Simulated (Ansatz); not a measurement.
Reaction (redistribution): `C[N](C)[In]([NH2])[OH]` + `O[Si](Cl)(Cl)O[SiH3]` → `C[N](C)[In]([OH])[O][SiH3]` + `N[Si](O)(Cl)Cl`

Gas-phase electronic energies from Ansatz, PBE0-D4/def2-TZVP geometries. CCSD(T)/CBS is the MP2 limit (def2-TZVPP, def2-QZVPP) plus CCSD(T) − MP2 in def2-TZVPP, frozen cores. This one scheme is used for every species. Functionals use def2-TZVPP. B3LYP here is the variant with VWN-RPA as its local correlation; programs differ in this. Elements past krypton have def2 core potentials. For In outer-core shells are correlated without core-valence functions, which leaves a few kJ/mol of doubt a bond. One conformer a species, not always the lowest.

```
             level  ΔE (kJ/mol)
          B3LYP-D4         19.9
           ωB97X-V         16.2
              PBE0         16.8
SCS-MP2/def2-QZVPP         18.8
```

What does CCSD(T)/CBS give? (Best estimate.)

Ansatz gave: +18.3 kJ/mol. The listed levels differ from it by 1.6, -2.1, -1.5, 0.5 kJ/mol.

Largest T1 diagnostic among the species: 0.015.
